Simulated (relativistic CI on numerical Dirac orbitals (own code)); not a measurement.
Radial Dirac CI calculation of Ca XVII.

Command:

```sh
python run_levels.py task.json out
```

Input:

```
atom Ca  Z=20  charge=16  electrons=4
nucleus A=40  rms_radius_fm=3.4776
hamiltonian dirac-coulomb  breit=on  qed=off  c_scale=1
orbitals kli  potential=per-configuration
slater_scale 1
correlation none
mixing on
grid step=0.0125 r_max=4.34
scf mixing=0.4 start=green max_iterations=150 tolerance=2e-08 node_fill=0.05
configurations
  [He] 2s2
  [He] 2s 2p
  [He] 2p2
  [He] 2p 3s
  [He] 2p 3p
end
```

Output:

```
SCF 1: [He] 2s2
 iter      energy (Ha)   residual   last orbital (Ha)
    1      -471.205794   1.25e+00    -45.72381
    2      -471.690541   7.43e-01    -43.20025
    3      -471.957568   8.02e-03    -39.74182
    4      -471.957492   1.92e-03    -39.73402
    5      -471.957503   1.19e-05    -39.72462
    6      -471.957503   2.05e-06    -39.72469
    7      -471.957503   3.29e-08    -39.72469
    8      -471.957503   5.03e-10    -39.72469
SCF 2: [He] 2s 2p
 iter      energy (Ha)   residual   last orbital (Ha)
    1      -469.690236   1.27e+00    -45.38524
    2      -470.276624   7.56e-01    -42.39587
    3      -470.597667   1.24e-02    -38.40716
    4      -470.597673   4.17e-03    -38.34802
    5      -470.597694   6.35e-05    -38.31838
    6      -470.597694   4.42e-05    -38.31845
    7      -470.597694   9.23e-08    -38.31860
    8      -470.597694   5.13e-08    -38.31860
    9      -470.597694   9.15e-11    -38.31860
SCF 3: [He] 2p2
 iter      energy (Ha)   residual   last orbital (Ha)
    1      -467.574386   1.35e+00    -45.38524
    2      -468.301043   7.99e-01    -42.18761
    3      -468.695205   1.33e-02    -37.89907
    4      -468.695387   3.77e-03    -37.90311
    5      -468.695395   3.42e-05    -37.88369
    6      -468.695395   5.65e-06    -37.88394
    7      -468.695395   9.19e-08    -37.88392
    8      -468.695395   3.31e-09    -37.88392
SCF 4: [He] 2p 3s
 iter      energy (Ha)   residual   last orbital (Ha)
    1      -447.201841   1.25e+00    -18.66894
    2      -447.602024   7.41e-01    -17.97638
    3      -447.799387   5.84e-03    -17.05204
    4      -447.799906   1.81e-03    -17.03786
    5      -447.799895   3.46e-05    -17.03115
    6      -447.799895   1.02e-06    -17.03117
    7      -447.799895   4.87e-07    -17.03116
    8      -447.799895   1.63e-09    -17.03116
SCF 5: [He] 2p 3p
 iter      energy (Ha)   residual   last orbital (Ha)
    1      -446.660310   1.26e+00    -18.46772
    2      -447.097263   7.46e-01    -17.64195
    3      -447.309298   6.26e-03    -16.55130
    4      -447.309892   1.71e-03    -16.53487
    5      -447.309858   3.19e-05    -16.52786
    6      -447.309859   1.03e-06    -16.52789
    7      -447.309859   2.75e-07    -16.52789
    8      -447.309859   1.65e-09    -16.52789
orbital energies (Ha): 1s -178.3014  2s -39.7247
configuration averages (Ha): Dirac-Coulomb, Breit, QED
  2s2                           -471.957503    0.120744    0.000000
  2s 2p                         -470.597694    0.121557    0.000000
  2p2                           -468.695395    0.123680    0.000000
  2p 3s                         -447.799895    0.114955    0.000000
  2p 3p                         -447.309859    0.115364    0.000000
levels: no., configuration, term, J, E (cm-1), weight
   1 2s2                    1S   0                0.0  0.95
   2 2s 2p                  3P*  0           260790.2  1.00
   3 2s 2p                  3P*  1           271983.2  0.99
   4 2s 2p                  3P*  2           299187.3  1.00
   5 2s 2p                  1P*  1           533419.2  0.99
   6 2p2                    3P   0           695103.4  0.98
   7 2p2                    3P   1           712373.6  1.00
   8 2p2                    3P   2           732549.1  0.94
   9 2p2                    1D   2           811238.9  0.94
  10 2p2                    1S   0           984634.6  0.94
  11 2p 3s                  3P*  0          5317008.4  1.00
  12 2p 3s                  3P*  1          5322484.7  0.85
  13 2p 3s                  3P*  2          5357256.8  1.00
  14 2p 3s                  1P*  1          5376464.8  0.85
lowest total energy -472.061161 Ha
end: converged
```

Against the reference input this run has: QED terms off, end of the grid at 4.34 bohr. The reference run ends at -471.933686 Ha with Breit and QED terms.
